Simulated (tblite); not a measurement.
Compound: C8H9NSi.
SMILES with atom numbers: `[CH:1]#[C:2][Si@@H:3]1[CH2:4][CH:5]=[C:6]([C:7]#[N:8])[CH2:9][CH2:10]1` (hydrogens: H11 on C1; H12 on Si3; H13, H14 on C4; H15 on C5; H16, H17 on C9; H18, H19 on C10)

Computed geometry: GFN2-xTB, gas phase.

(1) Give the optimised bond lengths and angles.

Results:

(1) 
| bond | length (Å) | order |
| --- | --- | --- |
| C1≡C2 | 1.202 | triple |
| C2–Si3 | 1.851 | single |
| Si3–C4 | 1.920 | single |
| C4–C5 | 1.481 | single |
| C5=C6 | 1.341 | double |
| C6–C7 | 1.408 | single |
| C7≡N8 | 1.148 | triple |
| C6–C9 | 1.505 | single |
| C9–C10 | 1.536 | single |
| Si3–C10 | 1.908 | single |
| C1–H11 | 1.052 | single |
| Si3–H12 | 1.467 | single |
| C4–H13 | 1.094 | single |
| C4–H14 | 1.087 | single |
| C5–H15 | 1.082 | single |
| C9–H16 | 1.093 | single |
| C9–H17 | 1.095 | single |
| C10–H18 | 1.091 | single |
| C10–H19 | 1.090 | single |

Orders are formal, as drawn. A selection of angles:
| angle | degrees |
| --- | --- |
| C1–C2–Si3 | 179.7 |
| C2–Si3–C4 | 107.8 |
| C2–Si3–C10 | 110.8 |
| C4–Si3–C10 | 102.7 |
| Si3–C4–C5 | 108.9 |
| C4–C5–C6 | 121.7 |
| C5–C6–C7 | 120.7 |
| C5–C6–C9 | 122.0 |
| C7–C6–C9 | 117.2 |
| C6–C7–N8 | 178.9 |
| C6–C9–C10 | 110.7 |
| Si3–C10–C9 | 110.6 |

Torsions: C2–Si3–C4–C5 -155° (antiperiplanar); Si3–C4–C5–C6 49° (synclinal); C4–C5–C6–C7 180° (antiperiplanar); C5–C6–C9–C10 -58° (synclinal); C6–C9–C10–Si3 55° (synclinal); C2–Si3–C10–C9 105° (anticlinal).

The 3 C–Si bonds span 1.851 Å (C2–Si3, drawn single) to 1.920 Å (Si3–C4, drawn single), a spread of 0.069 Å. The C–C distances run from 1.202 Å (C1≡C2, drawn triple) to 1.536 Å (C9–C10, drawn single), a spread of 0.334 Å. Si3 (SiH silicon) is distorted tetrahedral (angles from 102.7° to 112.7°). Of the pairs four or more bonds apart, C4···H17 is among the closest relative to their van der Waals radii: 2.89 Å, 100 % of the sum of Bondi's values. The 6-membered ring Si3–C4–C5–C6–C9–C10 has internal angles of 102.7° to 122.0°; it is puckered, 0.29 Å rms from its mean plane, widest ring torsion 58°.

Point group: C1 (no symmetry element, even within 0.4 Å). Its GFN2-xTB frequencies are all real (lowest 36 cm⁻¹). One conformer, not necessarily the lowest.
